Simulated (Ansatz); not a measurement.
Coupled-cluster diagnostics for HgI₂⁺ (the lowest doublet isomer of a short search), Ansatz.

Geometry of the doublet (PBE0-D4/def2-TZVP):

Cartesian coordinates in Å:
```
Hg 0.000 0.000 0.000
I -1.070 1.173 2.028
I 1.070 -1.173 -2.028
```

In the def2 sets Hg, I take a core potential; there is no spin–orbit coupling. Correlated methods freeze 8 core orbitals; core or outer-core shells of Hg, I are correlated, in sets that lack core-valence functions. In CCSD on the charge 1 doublet the largest single amplitude is 0.26, so its Hartree–Fock determinant may place the open shell otherwise than the density functionals do. The structure comes from a short search, and lower isomers may exist.

Geometry of the charge 1 quartet (PBE0-D4/def2-TZVP):

Cartesian coordinates in Å:
```
Hg 0.000 0.000 0.000
I 2.970 0.148 -0.752
I -2.970 -0.148 0.752
```

(1) Estimate the CCSD(T) correlation energy, the shares of MP2 and (T), T1 and the reference's ⟨S²⟩ for: charge 1, doublet, own geometry in def2-SVP; charge 1, quartet, own geometry in def2-SVP; and the rough time on 4 threads of Arm Neoverse V1 on a shared host.

Results:

(1) 
```csv
state,basis,correlation (eV),MP2 share (%),(T) share (%),T1,⟨S²⟩ (pure),wall time
"charge 1, doublet, own geometry",def2-SVP,-15.881,98.6,2.6,0.028,0.76 (0.75),12 s
"charge 1, quartet, own geometry",def2-SVP,-15.171,98.3,1.9,0.018,3.77 (3.75),22 s
```
Customary marks for T1 are 0.02 (closed shells), 0.045 (open shells) and about 0.05 (3d metals). T1 exceeds 0.02 in 1 of 2 rows and 0.045 in 0; the higher it lies, the less the single-reference result can be trusted.
